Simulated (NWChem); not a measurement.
Molecule: AlSiH5; SMILES [SiH3][AlH2]

Computed with NWChem. Each level has its own optimisation; frequencies are unscaled.

For level CAM-B3LYP/def2-SVP:

```yaml
highest harmonic frequency (cm⁻¹): 2238
lowest (cm⁻¹): 184
zero-point energy (kcal/mol): 23.9
```

Problem. How do the values read with level PBE-D3(BJ)/def2-SVP instead?

Solution. 
- highest harmonic frequency (cm⁻¹) = 2152
- lowest (cm⁻¹) = 9
- zero-point energy (kcal/mol) = 22.3
